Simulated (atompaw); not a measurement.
## Reading a pseudo-wave (Co (Z = 27))

Columns: radius, all-electron u(r) and pseudo u(r) of the 3p shell (level -74.47 eV) of cobalt in the configuration [Ne] 3s2 3p6 3d7 4s1 4p0; PBE, scalar-relativistic, PAW (atompaw) scheme, atompaw 4.2.0.5.

```json
{"r (bohr)": "0.088", "all-electron": "-0.5210", "pseudo": "0.0385"}
{"r (bohr)": "0.177", "all-electron": "-0.5514", "pseudo": "0.1495"}
{"r (bohr)": "0.265", "all-electron": "-0.1133", "pseudo": "0.3137"}
{"r (bohr)": "0.354", "all-electron": "0.4053", "pseudo": "0.5095"}
{"r (bohr)": "0.442", "all-electron": "0.8079", "pseudo": "0.7043"}
{"r (bohr)": "0.531", "all-electron": "1.0604", "pseudo": "0.8754"}
{"r (bohr)": "0.619", "all-electron": "1.1746", "pseudo": "0.9982"}
{"r (bohr)": "0.708", "all-electron": "1.1895", "pseudo": "1.0639"}
{"r (bohr)": "0.796", "all-electron": "1.1400", "pseudo": "1.0697"}
{"r (bohr)": "0.885", "all-electron": "1.0527", "pseudo": "1.0237"}
{"r (bohr)": "0.973", "all-electron": "0.9489", "pseudo": "0.9416"}
{"r (bohr)": "1.062", "all-electron": "0.8390", "pseudo": "0.8390"}
{"r (bohr)": "1.150", "all-electron": "0.7331", "pseudo": "0.7335"}
{"r (bohr)": "1.238", "all-electron": "0.6343", "pseudo": "0.6343"}
{"r (bohr)": "1.327", "all-electron": "0.5435", "pseudo": "0.5435"}
{"r (bohr)": "1.415", "all-electron": "0.4637", "pseudo": "0.4637"}
{"r (bohr)": "1.504", "all-electron": "0.3929", "pseudo": "0.3929"}
{"r (bohr)": "1.592", "all-electron": "0.3323", "pseudo": "0.3323"}
{"r (bohr)": "1.681", "all-electron": "0.2795", "pseudo": "0.2795"}
{"r (bohr)": "1.769", "all-electron": "0.2349", "pseudo": "0.2349"}
{"r (bohr)": "1.858", "all-electron": "0.1967", "pseudo": "0.1967"}
{"r (bohr)": "1.946", "all-electron": "0.1646", "pseudo": "0.1646"}
{"r (bohr)": "2.035", "all-electron": "0.1372", "pseudo": "0.1372"}
{"r (bohr)": "2.123", "all-electron": "0.1145", "pseudo": "0.1145"}
{"r (bohr)": "2.212", "all-electron": "0.0952", "pseudo": "0.0952"}
{"r (bohr)": "2.300", "all-electron": "0.0792", "pseudo": "0.0792"}
```

How many radial nodes do the two functions have?

The all-electron 3p function has n − l − 1 = 1; the pseudo-wave has 0, since the states of the same l below it are removed with the core.

At about which radius was the pseudo-wave matched?

1.25 bohr. The columns agree to 0.0005 from 1.06 bohr on; several derivatives are matched, so the curves merge somewhat inside the radius.

Where does each function peak?

Outermost all-electron maximum near 0.71 bohr, pseudo maximum near 0.80 bohr (to the table’s step).

Is the pseudo-wave norm-conserving?

No, it belongs to a PAW set: the norm inside the radius is not constrained, and the difference is carried by the augmentation charge.
